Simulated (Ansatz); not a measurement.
Input and output for GeH₅Sb (`[GeH3][SbH2]`).

```yaml
crystal:
  periodic: [false, false, false]
  atoms:
    - {symbol: Ge, position_ang: [-0.494842, -0.608463, -0.504309]}
    - {symbol: Sb, position_ang: [0.641859, 1.520264, 0.175880]}
    - {symbol: H, position_ang: [-0.260270, -1.782645, 0.504158]}
    - {symbol: H, position_ang: [-2.214112, -0.332097, -0.790488]}
    - {symbol: H, position_ang: [0.160641, -1.101237, -1.973781]}
    - {symbol: H, position_ang: [-0.125191, 1.297545, 1.640322]}
    - {symbol: H, position_ang: [2.147845, 0.628882, 0.736661]}
basis:
  gaussian: {orbitals: ANO-RCC-VTZP, nuclear_model: gaussian}
hamiltonian: {xc: {name: PBEsol}}
output: {forces: true}
```

```sh
$ ansatz run in.yaml --threads 2 --pin off --events-out ev --progress --plain --max-ram 4352MiB
```

It prints (some lines left out):

```
Functional definition: PBEsol
1396 factors; their error is unknown
mean field evaluation 1: about -233393.9135 eV, gradient 2.5e1 eV
mean field evaluation 2: about -233393.8591 eV, gradient 3.2e1 eV
mean field evaluation 4: about -233395.0074 eV, gradient 1.9e0 eV
mean field evaluation 8: about -233395.0108 eV, gradient 1.1e-1 eV
mean field evaluation 16: about -233394.9899 eV, gradient 2.2e-4 eV
mean field -233394.98988917 eV, -8577.1076776209 hartree, gradient 1.6e-5 eV, S^2 0.000000; 0 other end points of the search recorded, 0 dependent functions left out
reference -233394.98996914 eV, -8577.1076805597 hartree; 44, 44 occupied and 137, 137 virtual orbitals, 1396 factors
Total energy: -233394.98996914 eV, -8577.1076805597 hartree
Relativity: scalar
Atom 0 at    -0.494842    -0.608463    -0.504309 Å, force    -1.500372    -1.306395    -1.965357 eV/Å
Atom 1 at     0.641859     1.520264     0.175880 Å, force     1.578688     0.418714    -0.048357 eV/Å
Atom 2 at    -0.260270    -1.782645     0.504158 Å, force    -0.232239     0.297426    -0.266185 eV/Å
Atom 3 at    -2.214112    -0.332097    -0.790488 Å, force     2.161008    -0.378733     0.419369 eV/Å
Atom 4 at     0.160641    -1.101237    -1.973781 Å, force    -0.726879     0.430691     1.394614 eV/Å
Atom 5 at    -0.125191     1.297545     1.640322 Å, force    -0.215742     0.018186     0.792491 eV/Å
Atom 6 at     2.147845     0.628882     0.736661 Å, force    -1.064464     0.520111    -0.326575 eV/Å
Dipole moment:     0.026928     0.088715     0.058718 e Å
```

Run time 7 s (2 threads of an Arm Neoverse V2 on a shared host); peak host memory 0.34 GiB.
